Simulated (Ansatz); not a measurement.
`FCOB[SiH2]S` + `OCS` → `OCS[SiH2]S` + `BOCF`  (cleavage of the Si–B bond)

Gas-phase electronic energies from Ansatz, PBE0-D4/def2-TZVP geometries. CCSD(T)/CBS is the MP2 limit (def2-TZVPP, def2-QZVPP) plus CCSD(T) − MP2 in def2-TZVPP, frozen cores. DFT in def2-TZVPP. B3LYP here is the variant with VWN-RPA as its local correlation; programs differ in this. One conformer a species, not always the lowest.

`FCOB[SiH2]S`:

```xyz
12

F     1.229   -2.318    1.502
C    -0.012   -2.165    0.964
O     0.061   -1.238   -0.073
B    -0.345    0.040    0.094
Si   -0.076    1.385   -1.389
S     1.232    2.908   -0.613
H    -0.688   -1.817    1.752
H    -0.323   -3.124    0.544
H    -0.834    0.355    1.151
H    -1.372    1.973   -1.836
H     0.640    0.856   -2.577
H     0.487    3.145    0.480
```

`OCS`:

```xyz
7

O     0.891   -0.410   -0.764
C    -0.324   -0.130   -0.116
S    -0.316    1.537    0.545
H     0.865   -1.322   -1.069
H    -1.175   -0.146   -0.807
H    -0.523   -0.838    0.695
H     0.583    1.309    1.516
```

`OCS[SiH2]S`:

```xyz
11

O    -0.523    0.987    1.818
C    -0.917   -0.242    1.329
S     0.482   -1.376    0.898
Si    0.831   -0.697   -1.069
S     1.214    1.429   -1.052
H    -0.086    1.469    1.102
H    -1.565   -0.169    0.449
H    -1.457   -0.760    2.121
H     2.000   -1.451   -1.578
H    -0.345   -0.880   -1.959
H     0.367    1.689   -2.061
```

`BOCF`:

Z-matrix (Å, degrees):
```
C
O 1 1.389
F 1 1.363 2 108.8
H 1 1.095 2 111.1 3 119.0
H 1 1.092 2 108.4 3 -117.3
B 2 1.350 1 121.3 3 -102.0
H 6 1.201 2 119.7 1 -2.8
H 6 1.193 2 116.8 1 178.0
```

| level | ΔE (kJ/mol) | difference from CCSD(T)/CBS |
| --- | --- | --- |
| PBE-D4 | -97.6 | 1.7 |
| r2SCAN-D4 | -102.0 | -2.7 |
| B3LYP-D4 | -100.0 | -0.7 |
| B2PLYP | -96.8 | 2.5 |
| PBE | -91.7 | 7.6 |
| r2SCAN | -100.8 | -1.5 |
| PBE0 | -92.9 | 6.4 |
| CCSD/def2-TZVPP | -91.2 | 8.1 |
| CCSD(T)/def2-TZVPP | -95.0 | 4.3 |
| MP2/CBS(def2) | -111.5 | -12.2 |
| CCSD(T)/CBS | -99.3 | 0 |

Largest T1 diagnostic among the species: 0.013.

The D4 term adds −9.8 kJ/mol with B3LYP and −5.1 kJ/mol with PBE0; it sums over pairs of atoms, weighted by their polarisabilities, and B3LYP, whose exchange is more repulsive, gets the larger term. In def2-TZVPP, CCSD(T) changes the Hartree–Fock value by −6.5 kJ/mol (the triples alone add −3.8 kJ/mol) and MP2 by −18.8 kJ/mol.
